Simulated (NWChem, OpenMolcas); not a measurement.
How basis sets differ on SnSiH6 (SMILES [SiH3][SnH3])

SnSiH6: 8 atoms, total charge 0, spin state singlet. SMILES: `[SiH3][SnH3]`. The coordinates come from a PBE0-D4/def2-TZVP relaxation.

Quantity: the HOMO–LUMO gap, in eV. The values are calculated.

```tsv
level	kind	program	value (eV)	CPU time
HF/STO-3G	Hartree–Fock	NWChem	18.46	7.1 s
HF/3-21G	Hartree–Fock	OpenMolcas	13.66	2.7 s
HF/def2-SVP (core potential)	Hartree–Fock	OpenMolcas	13.77	4.5 s
HF/ANO-RCC-VDZP (DKH2, RICD fitting)	Hartree–Fock	OpenMolcas	12.83	23 s
HF/def2-SVPD (core potential)	Hartree–Fock	OpenMolcas	12.26	30 s
HF/def2-TZVPD (RICD fitting, core potential)	Hartree–Fock	OpenMolcas	12.02	12 s
```

All-electron rows without a relativistic Hamiltonian named are non-relativistic, while core potentials hold scalar relativity, so basis and relativity change together. The values span 12.02 to 18.46 eV. A Hartree–Fock LUMO above zero doesn't converge with the basis: it sinks as sets grow more diffuse. Orbital gaps aren't excitation energies. CPU times are rough (shared hosts, several kinds of processor and program).
